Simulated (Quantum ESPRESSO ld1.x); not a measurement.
Question: Coherent X-ray form factor from a spherical all-electron density. All-electron calculation, Dirac Kohn-Sham, PW91, spin-unpolarised, spherical densities, point nucleus. Program: ld1.x of Quantum ESPRESSO 7.5.

| sin(theta)/lambda (1/angstrom) | f0 (electrons) |
|---|---|
| 0.05 | 57.940 |
| 0.1 | 55.326 |
| 0.15 | 52.062 |
| 0.2 | 48.636 |
| 0.25 | 45.286 |
| 0.3 | 42.161 |
| 0.4 | 36.820 |
| 0.5 | 32.536 |
| 0.6 | 28.965 |
| 0.8 | 23.357 |
| 1 | 19.536 |
| 1.25 | 16.498 |
| 1.5 | 14.292 |
| 2 | 10.473 |

The species is in the configuration that NIST lists as its ground one. Which atom or ion scatters so?

Answer: The neodymium ion Nd+, [Xe] 4f4 6s1. Extrapolating in s^2 from the first two rows gives f0(0) = 58.8, near the electron count 59; among species with that count, the fall with angle is slower the higher Z, and the table is that of Z = 60; from so few rows the species is fixed only to a neighbour or two.
